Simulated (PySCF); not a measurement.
CuF, charge +1, multiplicity 2. Atoms are numbered in the order given.

```xyz
2

Cu     0.0000     0.0000    -0.3997
F      0.0000     0.0000     1.2880
```
Charge +1, spin multiplicity 2.

Coordinates come from a PBE0-D3(BJ)/def2-TZVPD optimisation. The spin state was assumed, not searched.

Calculation: B3LYP/def2-TZVPD (PySCF).

Mulliken values depend strongly on the basis, most of all with diffuse functions as here. Atomic charges (e):

| atom | meta-Löwdin | Mulliken | Mulliken spin |
|---|---|---|---|
| Cu1 | [?] | 1.46 | 0.60 |
| F2 | [?] | -0.46 | 0.40 |

Q: Complete the blanks. (The exact figures need the calculation; the answer reports its results.)

A: 
- Cu1, meta-Löwdin: 1.46
- F2, meta-Löwdin: -0.46
